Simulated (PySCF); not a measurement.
C₄H₅F₂S (charge -1).
Bonds: C1–C2 (double), C2–S3, C2–C4, C4–C5, C5–F6, C5–F7. Hydrogens: H8, H9 on C1; H10, H11 on C4; H12 on C5.

Structure optimised with GFN2-xTB, isolated species.

(1) What internal coordinates does the optimisation give?

Answers

(1) 
```
          bond  length (pm)
         C1=C2        134.0
         C2–S3        171.3
         C2–C4        151.9
         C4–C5        151.0
         C5–F6        136.4
         C5–F7        137.5
         C1–H8        108.1
         C1–H9        107.6
C4–H10, C4–H11        109.4
        C5–H12        110.0
```

Bonds in one row agree within 1 pm and their mean is given. A selection of angles:
```
     angle  degrees
  C2–C1–H8    121.8
  C2–C1–H9    121.1
  H8–C1–H9    117.1
  C1–C2–S3    125.1
  C1–C2–C4    120.0
  S3–C2–C4    114.9
  C2–C4–C5    109.8
 C2–C4–H10    109.2
 C2–C4–H11    111.6
 C5–C4–H10    107.0
 C5–C4–H11    109.8
H10–C4–H11    109.3
  C4–C5–F6    112.2
 C4–C5–H12    111.4
  F6–C5–F7    104.0
 F6–C5–H12    108.7
 F7–C5–H12    108.2
```

Dihedral angles: C1–C2–C4–C5 125° (anticlinal); C2–C4–C5–F6 -81° (synclinal). The mirror-image conformer, all signs reversed, is as good.

The 3 C–C bonds span 1.340 Å (C1=C2, drawn double in one of several resonance forms) to 1.519 Å (C2–C4, drawn single), a spread of 0.179 Å. Of the pairs four or more bonds apart, S3···H12 is among the closest relative to their van der Waals radii: 2.54 Å, 85 % of the sum of Bondi's values. C2 (fully substituted alkene carbon) is planar (angles 125.1°, 120.0° and 114.9°, sum 360.0°, 0.01 Å off the plane of its three neighbours). C1 (carbon bonded to C and 2 H) is planar (angles 121.8°, 121.1° and 117.1°, sum 360.0°, 0.00 Å off the plane of its three neighbours).

Point group: C1 (no symmetry element, even within 0.4 Å). Whether it is a minimum is left open (no frequencies).

All values are computed, not measured.
